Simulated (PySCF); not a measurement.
**Correlation energy of Be²⁺ (beryllium, charge +2)**

1s2, closed-shell 1S. Computed with PySCF 2.14 in x2c-TZVPPall (5s3p1d, 19 functions), with the spin-free X2C one-electron Hamiltonian (Gaussian nucleus). Frozen: nothing; 2 electrons correlated.

With two correlated electrons CCSD is exact within the correlated space (frozen core and kept virtual orbitals).

```tsv
level	correlation energy (mhartree)
CCSD	-30.04
```

Diagnostics: T1 = 0.00064, D1 = 0.0009, largest double amplitude 0.021.

Cost of the coupled-cluster step: of the order of 0.04 core-seconds, for 2 correlated electrons.

This basis was not built for core-valence correlation, so the inner-shell part is incomplete.
